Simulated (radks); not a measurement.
Problem. The aluminium ion Al6+, 7 electrons, occupied as [He] 2s2 2p3. All-electron calculation, non-relativistic Kohn-Sham, PBEsol, spin-unpolarised, spherical densities, point nucleus. Program: a radial shooting solver on a logarithmic mesh with Libxc functionals. Some entries of the table are withheld. Estimate them.

orbital  occ.  eigenvalue (eV)  <r^2> (bohr^2)
1s          2              (1)         0.01950
2s          2              (2)             (3)
2p          3        -216.2002          0.3264
3s          0         -83.9993             (4)
3p          0              (5)           2.715

Solution. 
(1) 1s eigenvalue (eV): -1685.542
(2) 2s eigenvalue (eV): -249.8569
(3) 2s <r^2> (bohr^2): 0.3825
(4) 3s <r^2> (bohr^2): 2.604
(5) 3p eigenvalue (eV): -74.9333
